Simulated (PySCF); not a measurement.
**Radial density of Dy (dysprosium, neutral)**

revPBE, [Xe] 4f9 6s2 6p1, one real determinant (an excited configuration). Calculation: PySCF 2.14, in x2c-TZVPPall; scalar relativity by spin-free X2C-1e.

| r (bohr) | 4πr²ρ (e/bohr) | 4πr²(ρα − ρβ) |
| --- | --- | --- |
| 0.0253 | 78.07 | 0.0054 |
| 0.0426 | 95.30 | 0.0094 |
| 0.0716 | 116.1 | 0.0031 |
| 0.120 | 88.35 | 0.0969 |
| 0.203 | 101.3 | 1.0296 |
| 0.341 | 45.74 | 4.2982 |
| 0.573 | 50.72 | 6.4513 |
| 0.964 | 17.06 | 3.3953 |
| 1.62 | 6.771 | 0.5959 |
| 2.73 | 1.250 | 0.1216 |
| 4.59 | 0.6437 | 0.2612 |
| 7.71 | 0.06649 | 0.0521 |
| 13.0 | 0.0003134 | 0.0003 |

Densities and radii are taken from the X2C orbitals without a picture-change correction, which distorts them close to the nucleus.

⟨L²⟩ = 27.16 against 42 for a pure I term, so this real determinant mixes terms. Spin-orbit coupling, absent here, splits the open shell strongly. ⟨S²⟩ = 12.34 against 12.00 shows spin contamination.
